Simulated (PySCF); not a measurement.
C5H9Cl, SMILES CC(C)/C=C\Cl (GFN2-xTB optimised geometry):

```
15

C      1.478     0.324     0.000
C     -0.052     0.324     0.000
C     -0.589     1.756     0.000
C     -0.555    -0.402    -1.209
C     -1.306    -1.489    -1.221
Cl    -1.858    -2.290     0.204
H      1.858    -0.695     0.002
H      1.858     0.833    -0.883
H      1.854     0.835     0.883
H     -0.407    -0.188     0.899
H     -0.249     2.290    -0.885
H     -1.676     1.756     0.007
H     -0.237     2.289     0.880
H     -0.265     0.018    -2.163
H     -1.641    -1.972    -2.125
```

Computed with PySCF with B3LYP/def2-TZVP.

Task: What are the frontier orbital energies and the dipole moment?

Result: HOMO-2 -9.40 eV, HOMO-1 -8.39 eV, HOMO -6.91 eV, LUMO -0.10 eV, LUMO+1 0.82 eV; dipole moment 1.45 D.

Meta-Löwdin charges at B3LYP/def2-TZVP: C1 -0.33, C2 -0.05, C3 -0.33, C4 -0.11, C5 -0.14, Cl6 -0.06, H7 0.11, H8 0.10, H9 0.11, H10 0.11, H11 0.10, H12 0.11, H13 0.11, H14 0.12, H15 0.13.
